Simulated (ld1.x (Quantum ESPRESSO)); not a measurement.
**Reading a pseudo-wave (Br (Z = 35))**

Columns: radius, all-electron u(r) and pseudo u(r) of the 4p shell (level -8.01 eV) of bromine in the configuration [Ar] 3d10 4s1.75 4p5.25; Wu–Cohen, scalar-relativistic, RRKJ scheme, ld1.x (Quantum ESPRESSO) 7.5.

```csv
r (bohr),all-electron,pseudo
0.082,0.2028,0.0007
0.165,0.1017,0.0034
0.248,-0.1327,0.0101
0.330,-0.2933,0.0231
0.413,-0.3412,0.0455
0.495,-0.2978,0.0790
0.578,-0.1971,0.1252
0.660,-0.0704,0.1827
0.742,0.0639,0.2499
0.825,0.1953,0.3245
0.908,0.3151,0.4015
0.990,0.4186,0.4754
1.072,0.5064,0.5434
1.155,0.5794,0.6032
1.238,0.6373,0.6521
1.320,0.6811,0.6896
1.402,0.7129,0.7170
1.485,0.7344,0.7357
1.568,0.7466,0.7467
1.650,0.7509,0.7509
1.733,0.7487,0.7487
1.815,0.7412,0.7412
1.898,0.7292,0.7292
1.980,0.7139,0.7139
2.062,0.6959,0.6959
2.145,0.6755,0.6755
```

Q: How many radial nodes do the two functions have?

A: The all-electron 4p function has n − l − 1 = 2; the pseudo-wave has 0, since the states of the same l below it are removed with the core.

Q: At about which radius was the pseudo-wave matched?

A: 1.65 bohr, where the columns begin to agree (steps of 0.08 bohr).

Q: Where does each function peak?

A: Outermost all-electron maximum near 1.65 bohr, pseudo maximum near 1.65 bohr (to the table’s step).

Q: Is the pseudo-wave norm-conserving?

A: Yes: the RRKJ scheme keeps the norm inside the radius equal to the all-electron one, which fixes the energy derivative of the logarithmic derivative at the level.
